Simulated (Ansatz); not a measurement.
Basis-set extrapolation for C4H5F3, SMILES `C/C=C(\F)C(F)F` (PBE0-D4/def2-TZVP geometry, frozen core, Ansatz 0.2.0). Multiplicity 1, RHF reference.

```json
{"": "HF", "def2-TZVPP": "-452.866922", "def2-QZVPP": "-452.886553"}
{"": "MP2 correlation", "def2-TZVPP": "-1.392594", "def2-QZVPP": "-1.507342"}
{"": "CCSD(T) correlation", "def2-TZVPP": "-1.475707", "def2-QZVPP": "not run"}
```

Energies in hartree. Use E(X) = E(∞) + A·exp(−7.88·√X) for Hartree–Fock and E(X) = E(∞) + B·X^(−2.97) for correlation, with X = 3 and 4, and add CCSD(T) minus MP2 of the smaller set to the MP2 limit.

Task: What is the CCSD(T) energy at the basis-set limit?

Result: HF limit: -452.886553 + (-0.019631) × 0.13774 = -452.88926. MP2 limit: -1.507342 + (-0.114748) × 0.74074 = -1.59234. Higher-order term: -1.475707 − (-1.392594) = -0.08311. Total: -454.56471 hartree, 583.1 kJ/mol below CCSD(T)/def2-TZVPP.
